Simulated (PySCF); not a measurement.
A side-by-side comparison of computed properties.

First species: C5H6F2.
SMILES with atom numbers: `[F:1][C@@H:2]1[CH:3]=[CH:4][CH2:5][C@@H:6]1[F:7]` (hydrogens: H8 on C2; H9 on C3; H10 on C4; H11, H12 on C5; H13 on C6)

Second species: C6H10O3.
Bonds: C1–C2, C2–O3 (double), C2–C4, C4–C5, C4–C6, C4–O7, O7–C8, C8–O9 (double). Hydrogens: H10, H11, H12 on C1; H13, H14, H15 on C5; H16, H17, H18 on C6; H19 on C8.

Levels: PBE0/pcSseg-1 for HOMO energy, LUMO energy and HOMO–LUMO gap. Geometries: GFN2-xTB. All species are isolated and taken at one optimised geometry, non-relativistic unless stated. Electronic properties by PySCF.

The conformers computed, where there is a choice (atom-mapped SMILES and torsion angles):
- `[CH3:1][C:2](=[O:3])[C:4]([CH3:5])([CH3:6])[O:7][CH:8]=[O:9]`: C1–C2–C4–C5 105°, C2–C4–O7–C8 51°, C4–O7–C8–O9 2°

The conformers of `F[C@@H]1C=CC[C@@H]1F` aren't listed.

Values for the first species:

| Item | Value |
| --- | --- |
| HOMO energy | -7.81 eV |
| LUMO energy | -0.11 eV |
| HOMO–LUMO gap | 7.70 eV |

(1) Estimate the same properties for the second species, and the change in each.

Results:

(1) 
```
     property     first    second  second less first
  HOMO energy  -7.81 eV  -7.33 eV           +0.48 eV
  LUMO energy  -0.11 eV  -0.60 eV           -0.49 eV
HOMO–LUMO gap   7.70 eV   6.73 eV           -0.97 eV
```

